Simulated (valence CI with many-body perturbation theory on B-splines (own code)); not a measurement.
E1 line list for Ag⁴¹⁺

Level of theory: relativistic CI+MBPT: four valence electrons over a frozen Dirac-Fock core [He], radial functions for each j: 11 s, 11 p, 10 d, 8 f, 5 g, 2 h, with the one-electron correlation potential Σ1 (screened to all orders), the two-electron term Σ2, the three-electron term Σ3, Breit, model QED; selected single and double excitations, second order for the rest, scaled by the run's own slope (own B-spline code, finite nucleus).

The last digits are not significant, and no measured levels were compared; by estimate large intervals hold to a few tenths of a per cent, small ones and those within an open d or f shell to about a per cent. Among the levels kept, up to 760 cm⁻¹ of a level comes from second order outside the variational space, and about a tenth of that is noise between levels of different J, which matters for small intervals.

Lines 101 to 150 of 550 in falling wavelength, among levels below 36508 × 10³ cm⁻¹, chosen from the strongest by gf and those to the six lowest levels. Wavelengths and rates use the calculated energies. Electric multipoles are in the length gauge, E1 and E2 with the static RPA response of the core. Weak lines are less certain than strong ones. Lines between different terms over intervals too small for the method are left out, as are lines whose strength nearly cancels. The highest levels of a list are the least certain.

Levels are named by their leading jj configuration (3d3/2^4 stands for four electrons in 3d with j = 3/2), which in mixed levels can hold well under half, so a name can repeat and another be missing. Letters in brackets count levels of one name in rising energy.

```tsv
λ vac (Å)	Upper	Lower	A (s⁻¹)	S (a.u.) with core polarisation	S without
117.3	(2p1/2^2 2p3/2 3p3/2) J=2	(2p1/2^2 2p3/2 3s) J=1	2.35e+10	9.38e-02	9.38e-02
117.1	(2s 2p1/2 2p3/2 3d3/2) J=1 [a]	(2s 2p1/2 2p3/2 3p1/2) J=1 [a]	1.77e+10	4.21e-02	4.22e-02
116.4	(2s 2p1/2 2p3/2 3p3/2) J=3 [a]	(2s 2p1/2 2p3/2 3s) J=2 [a]	2.09e+10	1.14e-01	1.14e-01
115.6	(2s^2 2p1/2 3p3/2) J=1	(2s^2 2p1/2 3s) J=0	1.76e+10	4.03e-02	4.03e-02
115.6	(2s 2p3/2^2 3d3/2) J=4	(2s 2p3/2^2 3p1/2) J=3	1.49e+10	1.02e-01	1.02e-01
115.2	(2s 2p1/2^2 3p3/2) J=2	(2s 2p1/2^2 3s) J=1	3.79e+10	1.43e-01	1.43e-01
114.6	(2s 2p3/2^2 3p3/2) J=2 [c]	(2s 2p3/2^2 3s) J=1 [b]	1.28e+10	4.77e-02	4.77e-02
114.5	(2p1/2 2p3/2^2 3p3/2) J=1 [b]	(2p1/2 2p3/2^2 3s) J=2 [c]	1.49e+10	3.30e-02	3.30e-02
114.3	(2p1/2 2p3/2^2 3p3/2) J=4	(2p1/2^2 2p3/2 3d5/2) J=3	5.25e+09	3.48e-02	3.48e-02
114.1	(2s 2p1/2 2p3/2 3d3/2) J=2 [c]	(2s 2p1/2 2p3/2 3p1/2) J=1 [b]	1.21e+10	4.45e-02	4.45e-02
113.5	(2s 2p1/2 2p3/2 3p3/2) J=2 [d]	(2s 2p1/2 2p3/2 3s) J=1 [c]	1.81e+10	6.52e-02	6.52e-02
113.3	(2s^2 2p3/2 3d3/2) J=1	(2s^2 2p3/2 3p1/2) J=1	1.73e+10	3.74e-02	3.74e-02
113.1	(2s 2p1/2 2p3/2 3p3/2) J=2 [d]	(2s 2p1/2 2p3/2 3s) J=2 [c]	9.67e+09	3.46e-02	3.46e-02
112.6	(2s^2 2p1/2 3p3/2) J=2	(2s^2 2p1/2 3s) J=1	3.63e+10	1.28e-01	1.28e-01
111.8	(2s 2p3/2^2 3p3/2) J=4	(2s 2p1/2 2p3/2 3d5/2) J=3 [b]	1.18e+10	7.33e-02	7.34e-02
111.0	(2s 2p3/2^2 3p3/2) J=2 [a]	(2s 2p3/2^2 3s) J=2 [a]	2.42e+10	8.18e-02	8.18e-02
110.4	(2s 2p3/2^2 3p3/2) J=2 [c]	(2s 2p3/2^2 3s) J=1 [a]	1.04e+10	3.46e-02	3.46e-02
110.1	(2s^2 2p3/2 3p3/2) J=2	(2s^2 2p3/2 3s) J=1	1.54e+10	5.07e-02	5.07e-02
109.4	(2p1/2^2 2p3/2 3p3/2) J=2	(2p1/2^2 2p3/2 3s) J=2	2.01e+10	6.49e-02	6.49e-02
108.3	(2s 2p1/2 2p3/2 3p3/2) J=2 [d]	(2s 2p1/2 2p3/2 3s) J=1 [b]	1.19e+10	3.74e-02	3.74e-02
106.8	(2s 2p1/2 2p3/2 3p3/2) J=3 [b]	(2s 2p1/2 2p3/2 3s) J=3	1.46e+10	6.16e-02	6.16e-02
106.3	(2s 2p1/2 2p3/2 3p1/2) J=3	(2s^2 2p3/2 3p1/2) J=2	9.67e+09	4.02e-02	4.02e-02
105.9	(2s^2 2p3/2 3p3/2) J=2	(2s^2 2p3/2 3s) J=2	1.63e+10	4.78e-02	4.78e-02
104.7	(2p1/2 2p3/2^2 3p3/2) J=2 [b]	(2p1/2 2p3/2^2 3s) J=2 [c]	3.77e+10	1.07e-01	1.07e-01
103.5	(2s 2p1/2 2p3/2 3p3/2) J=1 [d]	(2s 2p1/2 2p3/2 3s) J=1 [b]	2.19e+10	3.60e-02	3.60e-02
102.8	(2s 2p1/2 2p3/2 3p3/2) J=2 [a]	(2s 2p1/2 2p3/2 3s) J=2 [a]	1.11e+10	2.97e-02	2.97e-02
102.7	(2p1/2^2 2p3/2 3p3/2) J=0	(2p1/2^2 2p3/2 3s) J=1	6.45e+10	3.45e-02	3.45e-02
101.1	(2p1/2 2p3/2^2 3p1/2) J=3	(2s 2p3/2^2 3p1/2) J=2 [b]	1.71e+10	6.12e-02	6.13e-02
97.94	(2s 2p1/2 2p3/2 3s) J=3	(2s^2 2p3/2 3s) J=2	1.36e+10	4.43e-02	4.43e-02
93.97	(2s 2p3/2^2 3p3/2) J=1 [c]	(2s 2p3/2^2 3s) J=1 [b]	3.16e+10	3.88e-02	3.88e-02
91.86	(2p1/2 2p3/2^2 3s) J=3	(2s 2p3/2^2 3s) J=2 [b]	1.80e+10	4.83e-02	4.84e-02
91.60	(2s 2p1/2 2p3/2 3s) J=2 [b]	(2s^2 2p3/2 3s) J=1	1.27e+10	2.41e-02	2.41e-02
90.53	(2s 2p1/2^2 2p3/2) J=2	(2s^2 2p1/2 2p3/2) J=2	3.02e+09	5.53e-03	5.54e-03
84.11	(2s 2p1/2 2p3/2^2) J=3	(2s^2 2p3/2^2) J=2	6.54e+09	1.35e-02	1.35e-02
82.20	(2s 2p1/2^2 2p3/2) J=2	(2s^2 2p1/2 2p3/2) J=1	5.69e+09	7.80e-03	7.82e-03
69.81	(2p1/2 2p3/2^2 3p3/2) J=3 [a]	(2s 2p3/2^2 3p3/2) J=4	1.78e+10	2.10e-02	2.10e-02
67.22	(2p1/2 2p3/2^2 3p1/2) J=3	(2s 2p3/2^2 3p1/2) J=3	2.12e+10	2.22e-02	2.22e-02
65.48	(2s 2p1/2 2p3/2^2) J=1 [a]	(2s^2 2p3/2^2) J=2	4.94e+09	2.06e-03	2.06e-03
65.24	(2s 2p1/2^2 2p3/2) J=1	(2s^2 2p1/2 2p3/2) J=2	1.42e+10	5.83e-03	5.84e-03
65.13	(2p1/2^2 2p3/2 3d5/2) J=3	(2s 2p1/2 2p3/2 3d5/2) J=4 [b]	2.55e+10	2.44e-02	2.44e-02
64.43	(2p1/2^2 2p3/2 3s) J=1	(2s 2p1/2 2p3/2 3s) J=2 [b]	5.34e+10	2.11e-02	2.12e-02
64.30	(2p1/2 2p3/2^2 3s) J=2 [c]	(2s 2p3/2^2 3s) J=2 [a]	3.12e+10	2.04e-02	2.05e-02
63.71	(2p1/2^2 2p3/2 3d3/2) J=3	(2s 2p1/2 2p3/2 3d3/2) J=4	3.14e+10	2.80e-02	2.81e-02
63.47	(2p1/2^2 2p3/2 3p3/2) J=2	(2s 2p1/2 2p3/2 3p3/2) J=3 [b]	3.01e+10	1.90e-02	1.91e-02
63.42	(2p1/2^2 2p3/2 3p3/2) J=3	(2s 2p1/2 2p3/2 3p3/2) J=4	3.60e+10	3.18e-02	3.18e-02
63.21	(2p1/2 2p3/2^2 3p3/2) J=4	(2s 2p3/2^2 3p3/2) J=4	2.19e+10	2.46e-02	2.46e-02
63.16	(2p1/2^2 2p3/2 3p1/2) J=2	(2s 2p1/2 2p3/2 3p1/2) J=3	3.81e+10	2.37e-02	2.38e-02
63.14	(2p1/2^2 2p3/2 3d5/2) J=4	(2s 2p1/2 2p3/2 3d5/2) J=5	3.76e+10	4.20e-02	4.21e-02
62.60	(2p1/2^2 2p3/2 3s) J=2	(2s 2p1/2 2p3/2 3s) J=3	3.30e+10	2.00e-02	2.00e-02
62.20	(2s 2p1/2 2p3/2^2) J=2 [b]	(2s^2 2p3/2^2) J=2	8.38e+09	4.97e-03	4.98e-03
```
